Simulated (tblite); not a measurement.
Compound: C5H10F2OSi.
SMILES with atom numbers: `[CH3:1][C@@H:2]([O:3][SiH3:4])[C@@H:5]1[C@H:6]([F:7])[C@@H:8]1[F:9]` (hydrogens: H10, H11, H12 on C1; H13 on C2; H14, H15, H16 on Si4; H17 on C5; H18 on C6; H19 on C8)

Structure used (GFN2-xTB), in Å, numbered top down from 1:
```
atom  x, y, z in Å
C1     1.101   -1.427   -0.880
C2     0.427   -0.298   -0.106
O3     1.164    0.883   -0.256
Si4    1.934    1.767    0.864
C5    -0.975   -0.041   -0.635
C6    -2.019    0.503    0.301
F7    -1.673    0.731    1.593
C8    -2.112   -0.914   -0.184
F9    -1.845   -1.927    0.681
H10    0.533   -2.346   -0.773
H11    1.173   -1.163   -1.932
H12    2.104   -1.581   -0.491
H13    0.360   -0.574    0.953
H14    3.022    1.001    1.484
H15    1.026    2.212    1.921
H16    2.410    2.834    0.000
H17   -0.987    0.319   -1.656
H18   -2.748    1.235   -0.026
H19   -2.905   -1.204   -0.863
```

All values are computed: GFN2-xTB (tblite) harmonic vibrations without scaling, gas phase. The method is semi-empirical: single wavenumbers can be off by several per cent or more. Modes of hydrogen on silicon can be 10 to 20 % off. One conformer, not necessarily the lowest. The optimisation stopped once no atom felt more than 0.01 eV/Å.

Lowest wavenumbers of the output (negative numbers stand for imaginary wavenumbers):
```
mode    cm-1
  1     -22.0
  2      40.7
  3      92.6
  4     125.9
  5     141.5
  6     180.0
  7     199.7
  8     219.8
```

**Question.** Is this structure a minimum?

**Answer.** Not by this Hessian. 1 mode is imaginary beyond 20i (22i cm⁻¹), so at this level the point lies at or near a first-order saddle. The curvature is small, so loose convergence or finite differences may be the whole cause.

**Question.** Which atoms move in the imaginary mode?

**Answer.** 22i: Si4 (oxygen-bound silicon) 27 %, H15 (Si–H hydrogen) 15 %, H14 (Si–H hydrogen) 14 %, O3 (silyl ether oxygen) 14 %. These are shares of the mass-weighted motion.

**Question.** What is the remedy?

**Answer.** Step along that mode in both directions, optimise again with tighter thresholds and repeat the frequencies. The zero-point energy of this point (86.7 kcal/mol) counts the 50 real modes alone, and thermal corrections from it aren't those of a minimum.
